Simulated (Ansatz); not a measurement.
Consider the ligand exchange at a W–C bond: `[CH3][W](=[NH])(=[NH])[NH2]` + HCl → `[NH]=[W](=[NH])([NH2])[Cl]` + CH₄.

Program: Ansatz. Geometries: PBE0-D4/def2-TZVP. ΔE: electronic, gas phase. CCSD(T)/CBS adds triple-zeta CCSD(T) − MP2 to the extrapolated MP2 energy (def2 sets, frozen cores). This one scheme is used for every species. Functionals use def2-TZVPP. B3LYP here is the variant with VWN-RPA as its local correlation; programs differ in this. HSE06 is defined as in plane-wave codes. Elements past krypton have def2 core potentials. For W outer-core shells are correlated without core-valence functions, which leaves a few kJ/mol of doubt a bond. Each species was taken in one conformer, which may not be the lowest.

`[CH3][W](=[NH])(=[NH])[NH2]`:

Z-matrix (Å, degrees):
```
C
W 1 2.130
H 1 1.093 2 110.0
H 1 1.094 2 110.0 3 120.4
H 1 1.092 2 110.9 3 -119.8
N 2 1.755 1 104.5 3 -178.8
N 2 1.755 1 104.5 3 58.4
N 2 1.951 1 109.1 3 -60.2
H 6 1.008 2 156.3 1 -117.0
H 7 1.008 2 156.3 1 116.9
H 8 1.009 2 123.4 1 -99.5
H 8 1.009 2 123.4 1 99.5
```

HCl:

```xyz
2

Cl   -0.574   -0.248    0.134
H     0.574    0.248   -0.134
```

`[NH]=[W](=[NH])([NH2])[Cl]`:

Cartesian coordinates in Å:
```
N 1.401 1.064 -0.107
W 0.023 0.140 0.443
N 0.395 -1.536 0.770
N -1.271 0.153 -1.004
Cl -0.796 1.106 2.364
H 2.366 1.232 -0.343
H 0.982 -2.350 0.865
H -1.837 -0.646 -1.244
H -1.264 0.837 -1.744
```

CH₄:

```xyz
5

C     0.000    0.000    0.000
H    -0.210    0.330    1.017
H    -0.041   -1.088   -0.045
H     0.993    0.338   -0.294
H    -0.742    0.420   -0.678
```

| level | ΔE (kcal/mol) | difference from CCSD(T)/CBS |
| --- | --- | --- |
| LDA (SPW92) | -34.8 | 0.0 |
| BLYP-D4 | -36.5 | -1.7 |
| r2SCAN-D4 | -37.4 | -2.6 |
| B97M-V | -38.2 | -3.4 |
| PBE0-D4 | -35.8 | -1.0 |
| r2SCANh-D4 | -37.1 | -2.3 |
| HSE06-D4 | -35.9 | -1.1 |
| ωB97X-V | -35.3 | -0.5 |
| PBE-QIDH | -36.8 | -2.0 |
| PBE | -36.0 | -1.2 |
| BLYP | -36.8 | -2.0 |
| B3LYP | -36.7 | -1.9 |
| HSE06 | -36.0 | -1.2 |
| BHLYP | -36.8 | -2.0 |
| LC-ωPBE | -35.1 | -0.3 |
| MP2/def2-QZVPP | -37.9 | -3.1 |
| CCSD(T)/CBS | -34.8 | 0 |

Q: What do rigid-rotor, harmonic-oscillator terms from PBE0-D4/def2-TZVP frequencies (298.15 K, 1 bar) make of the CCSD(T)/CBS value? (Estimate.)

A: Computed: ΔZPE = +2.3 kcal/mol, ΔH = -32.6 kcal/mol, ΔS = -6 J/(mol·K), ΔG = -32.2 kcal/mol.

Largest T1 diagnostic among the species: 0.020.

Leaving LDA and LC-ωPBE aside and taking each functional with its dispersion term where it has one, the values, not all of them listed here, spread over 3.4 kcal/mol, from B97M-V to ωB97M-V. LDA lies +1.2 kcal/mol from PBE without D4. At CCSD(T), def2-SVP lies −0.8 kcal/mol from the extrapolated value and def2-TZVPP +0.6 kcal/mol.

CCSD(T)/CBS has its own doubt, a few kJ/mol and more with outer-core shells, so smaller differences from it don't rank the levels.
